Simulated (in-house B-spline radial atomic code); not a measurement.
The numbers below are computed, except where a source is named.
**Sr in an electron gas of r_s = 1.5: phase shifts, screening and friction**

A nucleus sits in a uniform electron gas with a rigid positive background. The Kohn-Sham equations are solved self-consistently in the spin-unpolarised LDA (PW92), non-relativistic, on B-splines with outgoing waves at the boundary and partial waves to l = 8. The model has no lattice, no bands and no magnetic solution. Atomic units; δ_l are the phase shifts at the Fermi level, counted so that each bound state adds π, and good to about 0.0005.

The density parameter is r_s = 1.5 bohr.

```json
{"l": "0", "δ_l (rad)": "10.6761"}
{"l": "1", "δ_l (rad)": "8.2601"}
{"l": "2", "δ_l (rad)": "4.4438"}
{"l": "3", "δ_l (rad)": "0.2039"}
{"l": "4", "δ_l (rad)": "0.0441"}
{"l": "5", "δ_l (rad)": "0.0116"}
{"l": "6", "δ_l (rad)": "0.0032"}
{"l": "7", "δ_l (rad)": "0.0009"}
{"l": "8", "δ_l (rad)": "0.0002"}
```

Bound levels below the band bottom (hartree): s -10.9, p -8.432, d -3.939, s -0.718, p -0.1623 and deeper ones.

**Question.** Check the Friedel sum rule, and say where the screening charge sits.

**Answer.** k_F = (9π/4)^(1/3)/r_s = 1.27944. The rule is Z = (2/π) Σ (2l + 1) δ_l. The terms are s 6.797, p 15.776, d 14.145, f 0.909 and 0.371 beyond, in all 37.997 against Z = 38. Bound states hold 8 s, 18 p, 10 d electrons, so the scattering states carry 2.00 in all; where a term is smaller than its bound count, the bound level has drawn weight out of the band.

**Question.** Find the transport cross section and the electronic stopping of a 10 keV Sr ion (mass 87.62 u).

**Answer.** σ_tr = (4π/k_F²) Σ (l + 1) sin²(δ_l − δ_(l+1)). The terms for l = 0 to 3 are 0.4403, 0.7804, 2.3786, 0.1013, all together 3.7064, so σ_tr = 7.677 × 3.7064 = 28.453 bohr². With n = 3/(4π r_s³) = 0.07074, the friction coefficient is Q = n k_F σ_tr = 2.5750. For v well below v_F = 1.279, dE/dx = Q v; with 24801 eV per u at v = 1, v = √(10000/(24801 × 87.62)) = 0.0678, so dE/dx = 0.17468 hartree/bohr = 89.8 eV/nm. The largest term couples the d and f waves.
